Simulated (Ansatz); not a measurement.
Ideal-gas functions of CH$_{4}$BrFOSi, SMILES `OC(Br)[SiH2]F` at 600 K and 1 bar, from an Ansatz frequency run at PBE0-D4/def2-TZVP.

Molar mass 159.03 g/mol, point group C1 (symmetry number 1), electronic degeneracy 1, moments of inertia 146.443, 323.041, 443.246 u Å². Harmonic wavenumbers (cm⁻¹, unscaled): 70, 108, 222, 268, 330, 408, 491, 669, 724, 750, 865, 913, 957, 1096, 1158, 1244, 1402, 2248, 2282, 3081, 3818.

Use S(trans) = R[1.5 ln M + 2.5 ln T − 1.1517]; rotational temperatures θ = 24.2544 K / I; S(rot) = R[ln(√π/σ · √(T³/θAθBθC)) + 1.5]; for each mode x = 1.438777 ν̃/T, S = R[x/(eˣ − 1) − ln(1 − e⁻ˣ)] and H = RT x/(eˣ − 1); 1 cm⁻¹ = 0.0119627 kJ/mol; R = 8.31446 J/(mol·K).

By hand: the entropy, in J/(mol·K).

Translation 186.6. Rotation: θ = 0.1656, 0.0751, 0.0547 K, giving 127.3. Vibration, mode by mode: 23.16, 19.57, 13.65, 12.13, 10.47, 8.82, 7.42, 5.22, 4.70, 4.47, 3.59, 3.28, 3.02, 2.32, 2.07, 1.75, 1.30, 0.24, 0.23, 0.04, 0.01, in all 127.5. Electronic 0.0. Sum 441.4 J/(mol·K).

By hand: H − E and G − E in kJ/mol, counted from the electronic energy.

Zero-point energy ½ × 23104 × 0.0119627 = 138.2; thermal vibration 38.5; translation, rotation and pV give 4 RT = 20.0. H − E = 196.7 kJ/mol, and G − E = 196.7 − 600 × 441.4/1000 = -68.1 kJ/mol.

Vibration gives 29 % of the entropy, 42.7 J/(mol·K) of it from the modes under 150 cm⁻¹: soft modes count most, and the harmonic formula is weakest for them. The sum counts one conformer and one mirror image; others add a mixing term.
